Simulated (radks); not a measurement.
Results of a calculation; reference values are marked as such.
P8+, 7 electrons, occupied as [He] 2s2 2p3 (the NIST ground configuration). Code: a radial shooting solver on a logarithmic mesh with Libxc functionals. Model: non-relativistic Kohn-Sham, PBE, spin-unpolarised, spherical densities, point nucleus.

Unscreened Slater integrals over Kohn-Sham orbitals (cm^-1).

| integral | value |
|---|---|
| F0(2p,2p) | 469910 |
| F2(2p,2p) | 221870 |
| F0(2p,2s) | 436750 |
| G1(2p,2s) | 255250 |
| F0(2p,1s) | 645530 |
| G1(2p,1s) | 102990 |
| F0(2s,2s) | 415060 |
| F0(2s,1s) | 582430 |
| G0(2s,1s) | 52172 |
| F0(1s,1s) | 1990600 |

Derived for the open shells (J is the average intra-shell exchange parameter used in DFT+U). 2p: J = F2/5 = 44370 cm^-1.
